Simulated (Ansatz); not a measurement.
Redistribution: C2BrF3 + CH2ClI → C2F3I + CH2BrCl

Gas-phase species: C2BrF3 (bromotrifluoroethene) `FC(F)=C(F)Br`, singlet; CH2ClI (chloroiodomethane) `ClCI`, singlet; C2F3I (trifluoroiodoethylene) `FC(F)=C(F)I`, singlet; CH2BrCl `ClCBr`, singlet. The partners trade Br for I; both sit on C, so the bond types are kept.

Shapes, held fixed at every level: PBE0-D4/def2-TZVP. Programs: Ansatz 0.2.0. The zero-point and thermal change to 298 K, harmonic and unscaled (PBE0-D4/def2-TZVP), is +0.4 kJ/mol.

```
                level                   kind  ΔH(298 K) (kJ/mol)  less CCSD(T)/def2-TZVPP
          HF/def2-SVP           Hartree–Fock                +1.4                     +2.5
 r2SCAN-D4/def2-TZVPP               meta-GGA                -0.3                     +0.8
  B3LYP-D4/def2-TZVPP          global hybrid                -1.1                      0.0
   PBE0-D4/def2-TZVPP          global hybrid                -0.1                     +1.0
r2SCAN0-D4/def2-TZVPP          global hybrid                 0.0                     +1.1
     CCSD(T)/def2-SVP  coupled cluster or CI                +1.3                     +2.4
      CCSD/def2-TZVPP  coupled cluster or CI                -1.2                     -0.1
   CCSD(T)/def2-TZVPP  coupled cluster or CI                -1.1                      0.0
```

The highest level, CCSD(T)/def2-TZVPP, gives ΔH(298 K) = -1.1 kJ/mol; the levels span -1.2 to +1.4. That is about zero within the method's error. They disagree on the sign: 2 of 8 are positive. The column of differences is taken from that level and isn't an error. No measured value is set beside it here. For atoms past krypton def2 sets carry core potentials with scalar relativity. Relativity is left out for Br. Outer-core shells of Br, I are correlated, in sets that cover them unevenly.
